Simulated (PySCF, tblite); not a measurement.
Compound: C7H14O.
Z-matrix (Å and degrees, GFN2-xTB geometry), rows numbered from 1:
```
C 
C   1  1.5204
O   2  1.4106  1  108.39
C   3  1.3686  2  115.66  1  -172.91
C   4  1.3291  3  122.61  2  -178.53
C   5  1.4980  4  121.27  3  -179.36
C   5  1.5043  4  121.52  3     1.73
C   7  1.5297  5  111.58  4    97.56
H   1  1.0865  2  109.92  3   -59.78
H   1  1.0865  2  110.00  3   179.90
H   1  1.0868  2  109.88  3    59.60
H   2  1.1010  1  110.17  3   120.27
H   2  1.1002  1  110.12  3  -120.57
H   4  1.0851  3  115.79  2     2.29
H   6  1.0895  5  110.52  4  -119.70
H   6  1.0869  5  111.20  4     0.95
H   6  1.0899  5  110.19  4   121.49
H   7  1.0905  5  108.75  4   -22.69
H   7  1.0927  5  109.55  4  -141.34
H   8  1.0878  7  110.89  5    61.82
H   8  1.0877  7  110.40  5  -178.08
H   8  1.0873  7  109.97  5   -58.27
```

Method used: PBE0/pcSseg-1 in PySCF (dipole) on a GFN2-xTB geometry, gas phase.

Take the most abundant isotopes and a rigid rotor. The values belong to one conformer with, in the numbering `[CH3:1][CH2:2][O:3]/[CH:4]=[C:5](/[CH3:6])[CH2:7][CH3:8]`, C1–C2–O3–C4 -173°, C2–O3–C4–C5 -179°, C4–C5–C7–C8 98°.

**Question.** What are A, B and C (cm⁻¹)?

**Answer.** Ia = 145.09, Ib = 507.68, Ic = 611.07 u·Å²; 505379 MHz·u·Å²/I gives 3483, 995.5 and 827.0 MHz, that is A = 0.11618, B = 0.03321, C = 0.02759 cm⁻¹.

**Question.** Classify the top.

**Answer.** An asymmetric top. Ray's parameter κ = (2B − A − C)/(A − C) = -0.873; −1 is the prolate and +1 the oblate limit.

**Question.** Is it planar, by Δ = Ic − Ia − Ib?

**Answer.** Not planar: Δ = Ic − Ia − Ib = -41.71 u·Å². For a rigid frame Δ = −2 Σ m c², so Σ m c² = 20.85 u·Å² lies off the ab plane: 11.11 from hydrogen and 9.74 from heavier atoms. The atom farthest from that plane is 1.39 Å away.

**Question.** Give the other two planar moments, Paa and Pbb, and the rms extents of the mass along the axes.

**Answer.** Paa = Σ m a² = (Ib + Ic − Ia)/2 = 486.83 and Pbb = Σ m b² = (Ia + Ic − Ib)/2 = 124.24 u·Å². With the mass M = 114.10 u, the rms extents √(P/M) along a, b and c are 2.07, 1.04, 0.43 Å.

**Question.** Give the coordinates in the principal-axis frame, origin at the centre of mass.

**Answer.** The sense of each axis is arbitrary; atoms in the order of the calculation.
| atom | mass (u) | a (Å) | b (Å) | c (Å) |
| --- | --- | --- | --- | --- |
| C1 | 12.000 | 3.408 | -0.566 | -0.149 |
| C2 | 12.000 | 2.368 | 0.456 | 0.281 |
| O3 | 15.995 | 1.092 | -0.030 | -0.074 |
| C4 | 12.000 | 0.054 | 0.842 | 0.109 |
| C5 | 12.000 | -1.208 | 0.518 | -0.152 |
| C6 | 12.000 | -2.321 | 1.502 | 0.046 |
| C7 | 12.000 | -1.584 | -0.856 | -0.636 |
| C8 | 12.000 | -2.072 | -1.742 | 0.512 |
| H9 | 1.008 | 3.221 | -1.515 | 0.347 |
| H10 | 1.008 | 4.403 | -0.216 | 0.111 |
| H11 | 1.008 | 3.352 | -0.721 | -1.223 |
| H12 | 1.008 | 2.419 | 0.615 | 1.369 |
| H13 | 1.008 | 2.558 | 1.420 | -0.214 |
| H14 | 1.008 | 0.324 | 1.829 | 0.471 |
| H15 | 1.008 | -3.039 | 1.125 | 0.773 |
| H16 | 1.008 | -1.942 | 2.458 | 0.396 |
| H17 | 1.008 | -2.854 | 1.660 | -0.892 |
| H18 | 1.008 | -0.708 | -1.318 | -1.093 |
| H19 | 1.008 | -2.371 | -0.777 | -1.389 |
| H20 | 1.008 | -2.967 | -1.327 | 0.969 |
| H21 | 1.008 | -2.305 | -2.740 | 0.147 |
| H22 | 1.008 | -1.299 | -1.823 | 1.273 |

**Question.** Where do the levels up to J = 2 lie, in MHz?

**Answer.** Above 0(0,0):
J = 1: 1(0,1) 1823, 1(1,1) 4310, 1(1,0) 4479
J = 2: 2(0,2) 5459, 2(1,2) 7787, 2(1,1) 8292, 2(2,1) 15755, 2(2,0) 15763
The levels of one J sum to (2J + 1)J(J + 1)(A + B + C)/3.

**Question.** Predict some low-J microwave lines.

**Answer.** The dipole components are |μa| = 0.90 D, |μb| = 0.86 D, |μc| = 0.43 D. The squared components, which scale the intensities, stand as 1.00 : 0.91 : 0.23 (a : b : c). Some lines, for components of 0.1 D or more:

```json
{"type": "a", "branch": "R", "J(Ka,Kc)": "3(1,2) ← 2(1,1)", "MHz": "5715", "lower level (cm⁻¹)": "0.277"}
{"type": "b", "branch": "Q", "J(Ka,Kc)": "5(2,3) ← 5(1,4)", "MHz": "6771", "lower level (cm⁻¹)": "1.038"}
{"type": "c", "branch": "Q", "J(Ka,Kc)": "4(2,3) ← 4(1,3)", "MHz": "6890", "lower level (cm⁻¹)": "0.721"}
{"type": "b", "branch": "Q", "J(Ka,Kc)": "4(2,2) ← 4(1,3)", "MHz": "7012", "lower level (cm⁻¹)": "0.721"}
{"type": "b", "branch": "R", "J(Ka,Kc)": "5(0,5) ← 4(1,4)", "MHz": "7121", "lower level (cm⁻¹)": "0.665"}
{"type": "b", "branch": "Q", "J(Ka,Kc)": "3(2,2) ← 3(1,3)", "MHz": "8226", "lower level (cm⁻¹)": "0.434"}
{"type": "a", "branch": "R", "J(Ka,Kc)": "5(1,4) ← 4(1,3)", "MHz": "9495", "lower level (cm⁻¹)": "0.721"}
{"type": "b", "branch": "Q", "J(Ka,Kc)": "4(3,1) ← 4(2,2)", "MHz": "12766", "lower level (cm⁻¹)": "0.955"}
{"type": "c", "branch": "R", "J(Ka,Kc)": "4(2,2) ← 3(1,2)", "MHz": "14622", "lower level (cm⁻¹)": "0.467"}
{"type": "b", "branch": "R", "J(Ka,Kc)": "5(2,4) ← 4(1,3)", "MHz": "15984", "lower level (cm⁻¹)": "0.721"}
{"type": "c", "branch": "R", "J(Ka,Kc)": "5(2,3) ← 4(1,3)", "MHz": "16266", "lower level (cm⁻¹)": "0.721"}
{"type": "c", "branch": "Q", "J(Ka,Kc)": "4(4,1) ← 4(3,1)", "MHz": "17987", "lower level (cm⁻¹)": "1.381"}
{"type": "c", "branch": "R", "J(Ka,Kc)": "4(4,0) ← 3(3,0)", "MHz": "25294", "lower level (cm⁻¹)": "1.137"}
{"type": "b", "branch": "R", "J(Ka,Kc)": "5(5,0) ← 4(4,1)", "MHz": "32261", "lower level (cm⁻¹)": "1.981"}
```

Its GFN2-xTB frequencies are all real (lowest 23 cm⁻¹). Zero-point vibration and centrifugal distortion are left out. A rigid rotor knows nothing of internal rotation, which can split or shift real lines.
